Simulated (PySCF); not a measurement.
CH₂F, SMILES [CH2]F (connectivity only; charge and spin as stated), charge +1, multiplicity 1. Heavy atoms are numbered as in [CH2:1][F:2]. Hydrogens are named by the atom that carries them.

Geometry: B3LYP-D3(BJ)/def2-TZVPD. The spin state was assumed, not searched. The isomer is the one that the SMILES or the coordinates give; other isomers of the formula were not compared.

Method: PySCF with CAM-B3LYP/def2-TZVPD.

Mulliken values depend strongly on the basis, most of all with diffuse functions as here. ESP charges are fitted to the potential on shells at 1.4 to 2.0 van der Waals radii. Atomic charges (e), one atom of each kind:

| atom | ESP fit | Mulliken | meta-Löwdin |
|---|---|---|---|
| C1 (CH2) | ? | 0.22 | 0.51 |
| F2 | ? | 0.05 | 0.03 |
| H on C1 | ? | 0.37 | 0.23 |

Task: Some entries are withheld; supply them. (Estimate from the structure and the level; the computed values follow.)

Result: 
- C1 (CH2), ESP fit: 0.50
- F2, ESP fit: 0.10
- H on C1, ESP fit: 0.20
